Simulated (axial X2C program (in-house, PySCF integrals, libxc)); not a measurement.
# What spin–orbit coupling does to NbP⁻

Calculated with an in-house relativistic program for diatomic molecules. Spin-free means the one-electron spin-free X2C Hamiltonian; two-component (2c) means X2C with spin–orbit coupling and atomic mean-field two-electron Coulomb and Gaunt terms, so the difference of the two also holds small scalar two-electron terms. Basis: Nb dyall-acv3z [12s13p10d5f3g], P dyall-av3z [9s8p3d2f] (cores contracted in-house); Gaussian nuclei, density fitting, unrestricted open shells. Masses: Nb 92.906 u, P 30.974 u.

Spin-free state: M_S = 3/2, Λ = 0 (beyond evenly filled blocks: σα, δ+α, δ-α); fragments Nb + P-.

| level | Re (Å) | ωe (cm⁻¹) | μ (D) |
| --- | --- | --- | --- |
| PBE0 | 2.190 | 485.1 | -4.93 |
| B3LYP | 2.200 | 486.0 | -4.79 |

Dipoles are positive if P is the positive end and refer to the centre of mass.

Two-component determinant lowest at the distance of the search:

Ω = 3/2 (⟨Sz⟩ = 1.50, ⟨Lz⟩ = 0.00 at PBE0); fragments Nb + P-.

```
level  Re (Å)  ωe (cm⁻¹)  μ (D)
 PBE0   2.190      485.1  -4.92
B3LYP   2.200      486.0  -4.78
```

(1) From the two tables, how do the constants change at the PBE0 level (2c against spin-free)?

One determinant describes the state; a PBE0 search over occupations chose it and may have missed a lower one. De is not given where an atomic determinant may have missed its ground term or J level, or where the truncated virtual space spoils (T). Density functionals use the spin component along the axis (collinear). Other states lie close and PBE0, whose exact exchange favours high spin, may order them wrongly; the determinant shown need not be the ground state. The nearest other spin-free determinant of the search, M_S = 1/2, Λ = 2, lies 0.34 eV up at the distance of the search. The functionals have no current-density term, which raises determinants with orbital currents, atoms included. With several unpaired electrons one determinant need not be a pure state. The highest occupied level of some functionals is positive through self-interaction error; at Hartree–Fock it is bound. This is the top spin component of a Σ state; components of lower Ω are not single determinants and can lie lower. The determinant is spin-polarised beyond a pure state at some levels (its spin-free form has ⟨S²⟩ too high), which makes Re and μ there less reliable.

Answers

(1) At the PBE0 level Re is unchanged within 0.001 Å and ωe stays the same within 0.2 cm⁻¹.
